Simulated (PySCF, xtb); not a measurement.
Ga(F)(Et)(OH) (C₂H₆FGaO), SMILES C[CH2][Ga]([OH])[F]. One conformer was computed; it need not be the lowest.

Harmonic wavenumbers (cm⁻¹) from GFN2-xTB in xtb 6.7.1 at its own minimum, in rising order: 39, 75, 113, 150, 218, 233, 248, 410, 430, 481, 573, 662, 927, 980, 1061, 1183, 1201, 1402, 1435, 1481, 1482, 2958, 2966, 3002, 3004, 3010, 3670.

Question: What does PBE-D3(BJ)/def2-SVP (PySCF) give at its own minimum? (The exact figures need the calculation; the answer reports its results.)

Answer: 33, 82, 137, 191, 231, 261, 340, 523, 623, 670, 688, 789, 918, 941, 1028, 1171, 1200, 1348, 1381, 1422, 1429, 2963, 2987, 3035, 3042, 3056, 3734. Paired by order, the mean absolute difference is 54 cm⁻¹ and the zero-point energies are 47.7 and 48.9 kcal/mol.
